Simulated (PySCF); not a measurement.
These 3 structures share the formula C3H8O3Si. Method used: PBE0-D3(BJ)/def2-SVP geometry optimisation, gas phase in PySCF. One conformer each; no zero-point energy, no entropy. No frequencies were run at this level. Point groups hold within 0.08 Å.

**Question.** Rank from lowest to highest electronic energy at this level (kcal/mol).
A. `[CH3:1][O:2][SiH2:3][O:4][C:5]([CH3:6])=[O:7]` with C1–O2–Si3–O4 180°, O2–Si3–O4–C5 180°, Si3–O4–C5–C6 180°
B. `[OH:1][SiH:2]1[O:3][CH2:4][CH2:5][CH2:6][O:7]1` with H–O1–Si2–O3 58°, O1–Si2–O3–C4 -145°, Si2–O3–C4–C5 43°, O3–C4–C5–C6 -58°, C4–C5–C6–O7 58°
C. `[CH3:1][O:2][SiH:3]([CH:4]=[O:5])[O:6][CH3:7]` with C1–O2–Si3–C4 178°, O2–Si3–C4–O5 -173°, O2–Si3–O6–C7 -172°

**Answer.** B (0.0), A (26.0), C (59.6).

As drawn, the lowest has an O–H bond, which the highest lacks; the highest has a C=O bond and an Si–C bond, which the lowest lacks.

| SMILES | E (Eh) | E rel (kcal/mol) | dipole (D) | point group | A, B, C (MHz) |
| --- | --- | --- | --- | --- | --- |
| O[SiH]1OCCCO1 | -633.57695 | 0.0 | 2.87 | Cs | 3849, 1947, 1478 |
| CO[SiH2]OC(C)=O | -633.53545 | 26.0 | 1.42 | Cs | 7249, 1009, 905.3 |
| CO[SiH](C=O)OC | -633.48204 | 59.6 | 2.26 | C1 | 2847, 1612, 1090 |

**Question.** How do the relative energies change in single points at PBE0/pcSseg-1 (no added dispersion term) on the same geometries?

**Answer.** 
| SMILES | PBE0-D3(BJ)/def2-SVP (kcal/mol) | PBE0/pcSseg-1 (kcal/mol) | shift |
| --- | --- | --- | --- |
| O[SiH]1OCCCO1 | 0.0 | 0.0 | 0.0 |
| CO[SiH2]OC(C)=O | 26.0 | 25.1 | -0.9 |
| CO[SiH](C=O)OC | 59.6 | 57.1 | -2.5 |

Each column counts from its own lowest isomer. The order is unchanged; the largest shift is 2.5 kcal/mol.
